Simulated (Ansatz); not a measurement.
A nudged elastic band was laid between two geometries of CH3BBrF (7 atoms, charge 0, multiplicity 1).

The calculation used Ansatz, RKS BLYP/def2-SVP.

```
movable images  : 7
climbing image  : yes
spring          : 5.0 eV/Å²
optimiser       : quadratic models (default)
start path      : through a guess of the saddle point
force threshold : 0.03 eV/Å
iteration limit : 60
end points      : relaxed
```

Image 0:

```xyz
7
Properties=species:S:1:pos:R:3
F 1.642 0.743 -0.745
B 0.336 0.712 -0.461
C -0.311 -0.631 0.054
Br -0.282 -0.210 2.029
H -0.298 1.737 -0.605
H 0.285 -1.552 -0.074
H -1.371 -0.799 -0.199
```

Image 8:

```xyz
7
Properties=species:S:1:pos:R:3
F -0.300 1.575 -1.112
B 0.426 0.673 -0.444
C -0.261 -0.652 0.064
Br -0.595 -0.076 1.970
H 1.597 0.925 -0.247
H 0.381 -1.547 0.132
H -1.249 -0.897 -0.364
```

Q: What changes between the two ends?

A: No bond is made or broken. The dihedral F1–B2–C3–Br4 goes from 98 to -98°. The two ends are copies of one structure, up to a mirror image or an exchange of like atoms.

Q: What energy profile does the band end with?

A: The forces met the threshold. The highest image is number 4 of 0 to 8, 0.085 eV above the ends, which have the same energy within 2 meV. A vibrational analysis at the climbing image gives one clearly imaginary mode, 55i cm⁻¹: a first-order saddle point.

```csv
image,path coordinate (Å),energy (eV),dihedral F1–B2–C3–Br4 (°)
0,0.00,0.000,98
1,0.48,0.026,118
2,0.95,0.060,140
3,1.43,0.079,160
4,1.90,0.085,-180
5,2.37,0.079,-160
6,2.85,0.060,-139
7,3.32,0.026,-118
8,3.79,0.000,-98
```

Q: What is the geometry of the highest image?

A: 
```xyz
7
Properties=species:S:1:pos:R:3:forces:R:3
F 0.923 0.614 -1.668 0.00 0.00 0.00
B 0.414 0.732 -0.438 0.00 0.00 0.00
C -0.250 -0.559 0.186 0.00 0.00 0.00
Br -0.982 -0.289 2.013 0.00 0.00 0.00
H 0.500 1.813 0.103 0.00 0.00 0.00
H 0.482 -1.390 0.250 0.00 0.00 0.00
H -1.086 -0.922 -0.447 0.00 0.00 0.00
```

Q: What are the harmonic wavenumbers there?

A: 55i, 191, 318, 492, 643, 905, 939, 1058, 1083, 1120, 1311, 1356, 2579, 2979, 3031 cm⁻¹.

The band took 8 iterations and roughly 2.5 core-minutes.

The run took 2.5 min on 1 thread of Arm Neoverse V1 (shared host), peak memory 0.12 GiB.
